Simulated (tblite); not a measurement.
Compound: C₇H₇S (doublet state).
Structure used (GFN2-xTB), in Å, numbered top down from 1:
```xyz
15
C7H7S angstrom
C      2.9004   -0.9802    0.2523
C      1.8649   -0.3723    0.1876
C      0.6458    0.3072    0.0610
C      0.4054    1.5550    0.5035
S     -1.1774    2.1736    0.1512
C     -1.5782    0.7088   -0.8795
C     -0.5768   -0.3886   -0.5273
C     -0.9770   -1.2180    0.6246
H      3.8101   -1.4965    0.3257
H      1.0911    2.1898    1.0323
H     -1.4937    1.0173   -1.9219
H     -2.6043    0.4144   -0.6710
H     -0.3199   -0.9916   -1.4021
H     -1.5308   -0.7700    1.4282
H     -0.4641   -2.1410    0.8135
```

Computed with GFN2-xTB (tblite): harmonic, unscaled wavenumbers at the GFN2-xTB geometry, gas phase. Against measured fundamentals such values can be off by several per cent, at times by over 20. One conformer, not necessarily the lowest. Open shells enter through the occupations alone, without spin polarisation, and single modes of such species can be off by tens of per cent.

Harmonic wavenumbers (cm⁻¹): 88.7, 118.3, 136.3, 155.6, 276.0, 322.0, 349.6, 430.6, 464.0, 485.7, 536.4, 565.7, 634.7, 662.1, 711.1, 750.0, 825.8, 842.7, 876.7, 922.6, 1037.4, 1084.8, 1109.1, 1159.4, 1167.7, 1202.5, 1233.2, 1295.6, 1397.5, 1446.7, 1558.4, 2238.4, 2942.7, 2981.7, 3020.1, 3128.4, 3142.8, 3174.1, 3398.7.

A = 3388, B = 1332, C = 1069 MHz; mass 123.027 u (most abundant isotopes); point group C1, symmetry number 1; spin multiplicity 2.

Question: Zero-point energy?

Answer: Half the sum of the wavenumbers: 23937 cm⁻¹ = 68.44 kcal/mol.

Question: Entropy at 200 K, 1 bar (ideal gas, RRHO, classical rotation)?

Answer: Translation 38.38, rotation 27.40, vibration 13.35, spin (R ln 2) 1.38: S = 80.5 cal/(mol K).

Question: And Cp and H(200 K) − H(0)?

Answer: Cp = 25.45 cal/(mol K), of which vibrations give 17.50 (their classical limit is 39 R = 77.5); H(200 K) − H(0) = 3.19 kcal/mol without the zero-point energy, 1.60 from vibrations.

Question: What must be added to the electronic energy to get the Gibbs energy at 200 K and 1 bar?

Answer: ZPE + [H(200 K) − H(0)] − T·S = 68.44 + 3.19 − 16.10 = 55.53 kcal/mol.

Question: Which modes carry the vibrational entropy at 200 K?

Answer: 88.7 cm⁻¹: 2.91; 118.3 cm⁻¹: 2.37; 136.3 cm⁻¹: 2.10; 155.6 cm⁻¹: 1.86; 276.0 cm⁻¹: 0.92; 322.0 cm⁻¹: 0.71 cal/(mol K); the other 33 give 2.47 together.

Question: Blend soft modes into free rotors: weight 1/[1 + (100 cm⁻¹/ν̃)⁴] for the oscillator and the rest for a rotor with moment μB/(μ + B), μ = h/(8π²ν), B = 10⁻⁴⁴ kg m². What vibrational entropy results?

Answer: 13.17 cal/(mol K) in place of 13.35, which changes −T·S at 200 K by +0.04 kcal/mol.

Hindered rotation and anharmonicity are outside this model. Other conformers, if any are populated, would add a mixing term that is left out. The structure is chiral; the term R ln 2 for an equal mix with its mirror image is left out.
